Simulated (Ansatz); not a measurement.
Relaxation of FH7O2SW (12 atoms, charge 0, multiplicity 1), to a largest force component of 0.03 eV/Å in at most 50 steps.

Level of theory: RKS PBE-D4/def2-SVP in Ansatz 0.2.0.

```xyz
12
Properties=species:S:1:pos:R:3
W 0.309 0.319 -0.149
O 0.454 -0.293 2.911
H -0.447 -0.507 3.219
F 1.923 -0.567 -0.442
H 0.294 1.380 -1.461
O -1.447 0.581 0.416
H -2.253 0.037 0.475
H -0.251 -1.301 -0.428
H -0.264 -0.375 -1.605
S 1.415 2.183 0.944
H 2.055 1.490 1.935
H 0.440 0.698 2.844
```

Problem. Where does it end, and by what steps?

Solution. It converged. After 17 steps the energy has fallen by 0.454 eV; H3 moved furthest, 1.02 Å. Joined: W1–O2 (3.12 → 2.36 Å).

```json
{"step": "0", "energy less start (eV)": "0.0000", "largest force component (eV/Å)": "0.564", "accepted": "yes"}
{"step": "1", "energy less start (eV)": "-0.0799", "largest force component (eV/Å)": "0.991", "accepted": "yes"}
{"step": "2", "energy less start (eV)": "-0.1951", "largest force component (eV/Å)": "0.924", "accepted": "yes"}
{"step": "3", "energy less start (eV)": "-0.3140", "largest force component (eV/Å)": "0.472", "accepted": "yes"}
{"step": "4", "energy less start (eV)": "-0.3624", "largest force component (eV/Å)": "0.415", "accepted": "yes"}
{"step": "5", "energy less start (eV)": "-0.3917", "largest force component (eV/Å)": "0.409", "accepted": "yes"}
{"step": "6", "energy less start (eV)": "-0.4188", "largest force component (eV/Å)": "0.585", "accepted": "yes"}
{"step": "7", "energy less start (eV)": "-0.4379", "largest force component (eV/Å)": "0.241", "accepted": "yes"}
{"step": "8", "energy less start (eV)": "-0.4435", "largest force component (eV/Å)": "0.209", "accepted": "yes"}
{"step": "9", "energy less start (eV)": "-0.4480", "largest force component (eV/Å)": "0.178", "accepted": "yes"}
{"step": "10", "energy less start (eV)": "-0.4509", "largest force component (eV/Å)": "0.137", "accepted": "yes"}
{"step": "11", "energy less start (eV)": "-0.4522", "largest force component (eV/Å)": "0.051", "accepted": "yes"}
{"step": "12", "energy less start (eV)": "-0.4528", "largest force component (eV/Å)": "0.051", "accepted": "yes"}
{"step": "13", "energy less start (eV)": "-0.4533", "largest force component (eV/Å)": "0.070", "accepted": "yes"}
{"step": "14", "energy less start (eV)": "-0.4538", "largest force component (eV/Å)": "0.078", "accepted": "yes"}
{"step": "15", "energy less start (eV)": "-0.4541", "largest force component (eV/Å)": "0.089", "accepted": "yes"}
{"step": "16", "energy less start (eV)": "-0.4544", "largest force component (eV/Å)": "0.035", "accepted": "yes"}
{"step": "17", "energy less start (eV)": "-0.4544", "largest force component (eV/Å)": "0.006", "accepted": "yes"}
```

```xyz
12
Properties=species:S:1:pos:R:3
W 0.305 0.293 0.069
O 0.578 -0.300 2.338
H 0.088 -1.103 2.595
F 1.813 -0.781 -0.188
H 0.465 1.145 -1.396
O -1.447 0.884 0.427
H -2.280 0.387 0.335
H -0.484 -1.276 0.106
H -0.301 -0.384 -1.364
S 1.453 2.337 0.720
H 1.701 2.047 2.036
H 0.336 0.395 2.981
```

Whether the end is a true minimum wasn't checked by a vibrational analysis.

Run time: 37 s on 4 threads of Arm Neoverse V1, with other jobs on the host, peak memory 0.19 GiB.
